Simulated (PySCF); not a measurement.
Basis-set dependence of excited states

Species: C4H7B.
Z-matrix (Å and degrees, PBE0-D3(BJ)/def2-SVP geometry), rows numbered from 1:
```
B 
C   1  1.5318
C   2  1.5427  1  119.62
C   3  1.4431  2   60.00  1   -92.75
C   4  1.3231  2  145.75  3  -179.59
H   1  1.2100  2  121.24  3  -175.22
H   1  1.2107  2  119.15  3     8.45
H   2  1.0960  1  121.34  3   162.13
H   3  1.0950  2  116.16  4  -108.32
H   3  1.0954  2  117.63  4   109.93
H   5  1.0931  4  121.42  2    -0.60
H   5  1.0938  4  120.71  2  -179.74
```

TDDFT with PBE0 (PySCF), vertical singlets, core orbitals frozen in the response, spherical d and f functions. Geometry: PBE0-D3(BJ)/def2-SVP, one conformer, isolated molecule.

Q: How do the low singlets change with the basis? Take 6-31G*, 6-31+G*, def2-SVP, def2-SVPD, aug-cc-pVDZ, def2-TZVP and def2-TZVPD.

A: 

```csv
basis,functions,diffuse,S1 (eV),S2 (eV),S3 (eV),S4 (eV),S5 (eV),LUMO (eV),α (au)
6-31G*,84,no,5.43,5.94,6.27,6.92,7.02,-0.78,53.7
6-31+G*,104,yes,5.27,5.79,6.11,6.64,6.81,-1.17,60.8
def2-SVP,105,no,5.35,5.82,6.14,6.82,6.91,-1.09,56.5
def2-SVPD,156,yes,5.31,5.78,6.09,6.72,6.84,-1.21,63.6
aug-cc-pVDZ,178,yes,5.24,5.72,6.04,6.55,6.67,-1.23,65.1
def2-TZVP,197,no,5.28,5.76,6.07,6.67,6.80,-1.19,62.5
def2-TZVPD,248,yes,5.27,5.74,6.06,6.62,6.78,-1.22,64.8
```

States are compared by their number. Against the largest diffuse basis here (def2-TZVPD, itself not a converged limit), sets without diffuse functions differ by up to 0.16 eV in S1 and 0.24 eV in S5; the smaller diffuse sets differ by up to 0.04 and 0.10 eV. State by state, the largest deviation of a set without diffuse functions is S1 0.16, S2 0.20, S3 0.22, S4 0.30, S5 0.24 eV. The same number needn't mean the same state in each row. Against def2-TZVPD the polarisability deviates by -17% in 6-31G*, -6% in 6-31+G*, -13% in def2-SVP, -2% in def2-SVPD, 0% in aug-cc-pVDZ, -4% in def2-TZVP. A single + in a Pople set puts diffuse functions on heavy atoms only.
